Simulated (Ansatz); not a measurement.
Job for Ansatz (a program for electronic structure): U-r2SCAN/def2-TZVPP on GeH3 (SMILES [GeH3]), 2S+1 = 2.

Ansatz 0.2 input:
```yaml
crystal:
  periodic: [false, false, false]
  atoms:
    - {symbol: Ge, position_ang: [0.00013134, 0.00011291, 0.02623277]}
    - {symbol: H, position_ang: [-0.32258588, 1.42508910, -0.43987575]}
    - {symbol: H, position_ang: [-1.07775377, -0.99281298, -0.42567633]}
    - {symbol: H, position_ang: [1.39380217, -0.43790377, -0.44043948]}
basis:
  gaussian:
    orbitals: def2-TZVPP
hamiltonian:
  xc: {name: r2SCAN}
magnetization: {spin_polarized: true, initial_magnetization: 1}
accuracy: high
phonons: {}
```

The head of its log:

```
WARN ansatz: RAYON_NUM_THREADS=2 ignored (pool sized by the plan → 2); use --threads N
Functional definition: r2SCAN
integrals: 0.10 GiB planned
1528 factors; integrals over basis functions are off by at most 2.9e-9 eV
mean field: 0.40 GiB planned
mean field evaluation 1: about -56564.7800 eV, gradient 1.3e1 eV
mean field evaluation 2: about -56565.0465 eV, gradient 1.3e1 eV
```

Question: Predict the final total energy.

Answer: -2078.7361 hartree.
